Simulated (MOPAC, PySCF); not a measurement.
H$_{9}$AlSi$_{3}$, SMILES `[SiH3][Al]([SiH3])[SiH3]`, neutral singlet in the gas phase. 

Cartesian coordinates (Å):
SMILES: [SiH3][Al]([SiH3])[SiH3]
```xyz
13

Si     2.1544    -1.1748    -0.2497
Al     0.0010    -0.0003    -0.0011
Si    -0.0423     2.4454     0.3079
Si    -2.1108    -1.2712    -0.0575
H      2.9753    -0.5660    -1.3495
H      2.0266    -2.6408    -0.5371
H      2.9530    -1.0330     1.0150
H      1.3078     3.0962     0.2675
H     -0.8901     3.0963    -0.7471
H     -0.6661     2.7816     1.6323
H     -2.3692    -1.7394    -1.4618
H     -2.0244    -2.5006     0.7995
H     -3.3151    -0.4934     0.3817
```
Charge 0, spin multiplicity 1.

All levels are single points at this geometry (PBE-D3(BJ)/def2-TZVP); Pople sets use spherical d functions. Orbital energies aren't observables, and empty levels follow the basis.

| level | HOMO (eV) | LUMO (eV) | gap (eV) | dipole (D) | vertical IE, Delta-SCF (eV) |
|---|---|---|---|---|---|
| PBE-D3(BJ)/def2-TZVP in PySCF | -6.33 | -3.37 | 2.96 | 0.00 | – |
| B3LYP/3-21G in PySCF | -7.25 | -2.69 | 4.56 | 0.01 | – |
| B3LYP/6-311+G** in PySCF | -7.18 | -2.78 | 4.40 | 0.00 | – |
| M06-2X/6-31G* in PySCF | -8.18 | -1.87 | 6.31 | 0.00 | – |
| SVWN5/6-31G* in PySCF | -6.29 | -3.35 | 2.93 | 0.01 | – |
| HF/6-31G* in PySCF | -9.62 | 0.19 | 9.81 | 0.00 | 8.54 |
| HF/STO-3G in PySCF | -6.84 | 7.20 | 14.04 | 0.01 | – |
| AM1 in MOPAC | -9.67 | -2.20 | 7.47 | 0.01 | – |
| PM7 in MOPAC | -11.74 | -1.56 | 10.18 | 0.01 | – |
